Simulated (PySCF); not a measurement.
Delta-SCF ions had no search for a lower state. 

Z-matrix (Å, degrees):
```
C
F 1 1.3871
H 1 1.0985 2 108.08
H 1 1.0985 3 105.44 2 115.39
B 1 1.5518 3 109.86 4 118.31
H 5 1.1865 1 121.66 3 122.25
H 5 1.1897 6 120.95 1 -179.99
```
Charge 0, multiplicity 1.

### Question
What is the computed dipole moment, total energy and vertical ionisation energy (Delta-SCF) (M06-2X/def2-TZVP run with PySCF)?

### Answer

```yaml
dipole_moment: 1.78 D
total_energy: -165.1650 Ha
vertical ionisation energy (Delta-SCF): 11.95 eV
```
